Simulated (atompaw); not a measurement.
**niobium (Nb): one change to a PAW (atompaw) potential, before and after**

| Item | Value |
| --- | --- |
| Element | Nb (Z = 41) |
| Generator | atompaw 4.2.0.5 |
| Type | PAW |
| Functional | PBE |
| Relativity | scalar-relativistic |
| Frozen core | [Ar] 3d10 |
| Valence charge | 13 |
| Reference configuration | 4s2 4p6 4d4 5s0 5p1 |
| Partial waves | 4s (bound): rc 1.45 bohr; 5s (bound, empty): rc 2.05 bohr; 4p (bound): rc 1.65 bohr; 5p (bound): rc 2.25 bohr; 4d (bound): rc 2.25 bohr; 4d channel at 3.9 Ry: rc 2.25 bohr |
| Local potential | vpsmatchnc scheme with l = 3 at 1 Ry, radius 1.65 bohr |
| Core correction | smooth core density matched at 2.20 bohr |
| Augmentation charge | sinc compensation charge, radius 1.80 bohr; PAW radius 2.25 bohr; waves and projectors: custom polynom vanderbiltortho |

Change: wave 4s (bound): rc 1.45 bohr becomes 4s (bound): rc 1.52 bohr.

Cutoffs: the cutoffs (Ry, on a coarse ladder) from which the occupation-weighted sum of valence levels, in a spherical-Bessel basis at the reference potential, stays within 10 and 1 mRy of its value at 400 Ry; they do not see the model core or the augmentation charge, which bear on the density cutoff.

**Question.** What does the change do?

**Answer.** The potential gets softer (30 Ry and 45 Ry → 25 Ry and 45 Ry); both files keep a bound ghost (s).

| quantity | base | changed |
| --- | --- | --- |
| cutoff, loose | 30 Ry | 25 Ry |
| cutoff, tight | 45 Ry | 45 Ry |
| bound ghosts | s | s |
| s: phases at 2.26 bohr within 0.05 rad from the reference energy up to (Ry; the scan ends near 5) | to the end of the scan | n/a |
| p: phases at 2.26 bohr within 0.05 rad from the reference energy up to (Ry; the scan ends near 5) | 1.1 | 1.1 |
| d: phases at 2.26 bohr within 0.05 rad from the reference energy up to (Ry; the scan ends near 5) | to the end of the scan | to the end of the scan |
| lowest overlap eigenvalue by channel | s 0.59, p 0.59, d 0.87 | s 0.60, p 0.59, d 0.87 |

 A true bound ghost makes a file unfit for plane-wave use even where its test errors are small: the radial tests pick states by their node count and pass the ghost by. The cutoffs see the waves, projectors and local potential, not the compensation charge or the core.
